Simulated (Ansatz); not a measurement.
The cluster Cu3Cl3⁺. Charge 1, multiplicity 2. Geometry r2SCAN-D4/def2-SVP; atoms count from 1.

```
atom   x (Å)   y (Å)   z (Å)
 Cu1   0.299  -0.264   1.453
 Cu2  -1.224   0.808  -0.340
 Cu3   0.975  -0.568  -1.168
 Cl4  -0.529   0.451  -2.370
 Cl5   2.002  -1.314   0.601
 Cl6  -1.523   0.887   1.824
```

The structure comes from a short search, and lower isomers may exist.

Problem. Estimate the Mulliken populations from the PBE0/def2-TZVP orbitals of Ansatz.

Solution. 
```csv
atom,charge (e),spin (α − β),d electrons
Cu1,0.47,0.34,9.63
Cu2,0.47,0.34,9.63
Cu3,0.40,0.08,9.78
Cl4,-0.12,0.08,–
Cl5,-0.12,0.08,–
Cl6,-0.10,0.07,–
```
Mulliken values depend strongly on the basis.

Problem. Where does the spin sit?

Solution. Summed by element: Cu 0.76, Cl 0.24, of 1 unpaired in all. Largest on single atoms: Cu2 0.34, Cu1 0.34, Cu3 0.08.

Problem. And the Mayer bond orders between heavy atoms (over 0.3)?

Solution. Cu1–Cu2 0.36 (2.59 Å); Cu1–Cl5 0.75 (2.17 Å); Cu1–Cl6 0.70 (2.19 Å); Cu2–Cl4 0.75 (2.17 Å); Cu2–Cl6 0.70 (2.19 Å); Cu3–Cl4 0.66 (2.18 Å); Cu3–Cl5 0.66 (2.18 Å).
